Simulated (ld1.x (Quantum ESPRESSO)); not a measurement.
Before and after: ultrasoft potential for phosphorus (P)

ld1.x (Quantum ESPRESSO) 7.5 input, shortened:

```
&input
   title='P', zed=15., rel=1, dft='PBE', iswitch=3,
   config='[Ne] 3s2 3p2.5'
 /
 &inputp
   pseudotype=3, tm=.true., lloc=-1, rcloc=1.00,
   nlcc=.false.
 /
4
3S  1  0   2.00   0.00  0.95  1.30  0.0
3S  1  0   0.00  -0.30  0.95  1.30  0.0
3P  2  1   2.50   0.00  1.85  1.95  0.0
3P  2  1   0.00   2.20  1.85  1.95  0.0
 &test
   configts(1)='3s2 3p2.5'
 /
```

All-electron outer shells of the reference configuration (PBE, scalar-relativistic, ld1.x):

```json
{"shell": "3s", "level (eV)": "-18.43", "outermost node (bohr)": "0.65", "outermost maximum (bohr)": "1.56"}
{"shell": "3p", "level (eV)": "-9.67", "outermost node (bohr)": "0.64", "outermost maximum (bohr)": "1.79"}
```

Change: waves 3p (bound): rcut 1.18, rcutus 1.26 bohr; 3p channel at 2.2 Ry: rcut 1.18, rcutus 1.26 bohr.

Cutoffs: the cutoffs (Ry, on a coarse ladder) from which the occupation-weighted sum of valence levels, in a spherical-Bessel basis at the reference potential, stays within 10 and 1 mRy of its value at 400 Ry; they do not see the model core or the augmentation charge, which bear on the density cutoff. Errors are all-electron minus pseudo energies relative to the spin-unpolarised reference configuration.

Q: What does the change do?

A: The bound ghosts move from s to p, s; of the 7 tests that both files solve, the error grows in 0 and shrinks in 7 by more than 15 % and 0.3 meV (median size 42.7 → 1.9 meV). Less of the atom is replaced, so other configurations are described better.

| quantity | base | changed |
| --- | --- | --- |
| cutoffs, loose and tight | not determined | 45 Ry, 55 Ry |
| bound ghosts | s | p, s |
| error for 3s2 3p3, meV [ΔE -3.77 eV] | +7.9 | +0.2 |
| error for 3s2 3p2, meV [ΔE 5.95 eV] | +8.1 | -0.1 |
| error for 3s2 3p1, meV [ΔE 25.10 eV] | +72 | +1.9 |
| error for 3s2 3p3.3, meV [ΔE -5.08 eV] | +18 | +0.2 |
| error for 3s2 3p0, meV [ΔE 54.84 eV] | +45 | +4.5 |
| error for 3s1 3p0, meV [ΔE 106.85 eV] | +145 | +68 |
| error for 3s1 3p3, meV [ΔE 15.08 eV] | +43 | +22 |
| lowest overlap eigenvalue by channel | s 0.77, p 0.29 | s 0.77, p 0.37 |

 A true bound ghost makes a file unfit for plane-wave use even where its test errors are small: the radial tests pick states by their node count and pass the ghost by.
